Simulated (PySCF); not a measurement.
C5H4F2O, SMILES FC(F)=COC=C=C.

Geometry optimised at PBE0-D3(BJ)/def2-SVP. The structure was generated by enumeration, and PubChem lists no compound with its InChIKey, so it may never have been made. The values are those of a single conformer.

All values below come from ωB97X/def2-TZVP (PySCF).

Gas-phase values at a fixed geometry.

Computed frontier levels, gap, dipole moment:
The highest occupied level is -8.84 eV, the lowest empty level is 1.65 eV and the orbital gap comes out as 10.49 eV. The dipole moment is 1.94 D and the quadrupole, principal values (traceless, Buckingham form, about the centre of nuclear charge) is -2.19, -0.64, 2.83 D·Å.
